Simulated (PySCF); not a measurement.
CH3BF2.

```xyz
7

B      0.0378    -0.0338     0.0603
F      1.3573    -0.2317     0.0142
F     -0.6083    -0.6626     1.0450
C     -0.7066     0.8476    -0.9962
H     -1.6544     1.2657    -0.6067
H     -0.9683     0.2038    -1.8651
H     -0.0678     1.6636    -1.3856
```
Charge 0, spin multiplicity 1.

Geometry optimised at PBE-D3(BJ)/def2-SVP.

Computed with PBE0/pcSseg-2 (PySCF). Non-relativistic, no solvent.

Give the absolute GIAO shielding of each atom: isotropic value and principal components (ppm). (The exact figures need the calculation; the answer reports its results.)


```tsv
atom	σ(iso)	σ11	σ22	σ33	span
B1	68.7	39.8	76.1	90.2	50.4
F2	240.2	60.7	298.1	361.8	301.2
F3	239.6	60.0	298.0	360.8	300.8
C4	187.0	182.0	183.2	195.7	13.7
H5	30.5	26.5	28.3	36.8	10.3
H6	30.5	27.3	27.5	36.6	9.3
H7	30.5	26.5	28.3	36.7	10.2
```
